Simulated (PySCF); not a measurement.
Identify the compound

An unknown has the formula C$_{7}$H$_{7}$OPSi. Its calculated NMR data are:

¹H NMR (300 MHz, computed): δ 8.25 (m, 1H), 7.98 (m, 1H), 7.63 (m, 1H), 7.48 (m, 1H), 4.71 (m, 3H).

¹³C{¹H} NMR (computed): δ 205.5, 168.1, 144.6, 135.0, 133.1, 128.1, 119.0.

Theory: geometry: PBE0-D3(BJ)/def2-SVP, PBE0/pcSseg-1 with gauge-including orbitals, in PySCF (no relativistic terms, single conformer, gas phase, fast rotation and ring inversion assumed for equivalent nuclei).

Chemical shifts δ = σref − σ; ¹H (31.27 ppm) and ¹³C (184.41 ppm) vs TMS, all at this level.

Deduce the structure.

Results:


7 carbon signals for 7 carbons: no two carbons are equivalent. Carbon types of the structure: 3 × C, 4 × CH, leaving 3 H on heteroatoms. δC 205.5: substituted aromatic carbon next to the ring oxygen. δC 168.1, 144.6: ring-fusion aromatic carbon. δC 135.0, 133.1, 128.1, 119.0: aromatic CH. δH 8.25, 7.98, 7.63, 7.48: hydrogen on an aromatic CH; ring-current deshielding. δH 4.71: hydrogen on a silicon bonded to C.

The compound is `InChI=1S/C7H7OPSi/c10-7-8-5-3-1-2-4-6(5)9-7/h1-4H,10H3`.

This is the structure that produced the data.

Splittings by ³¹P in the carbon and heteronuclear signals aren't shown, as no couplings were computed. Shifts are as computed. Against solution values, carbons near 30 ppm lie about +2 ppm off and those near 130 ppm about +5 ppm. Of 1313 compounds with measured shifts, 239 miss one by over three times the rms of a fit or turn the order of signals round; such compounds aren't used in these exercises. Multiplicities follow the n + 1 count of equivalent neighbours, as no J values were calculated; m marks all less simple cases, F and P coupling included.
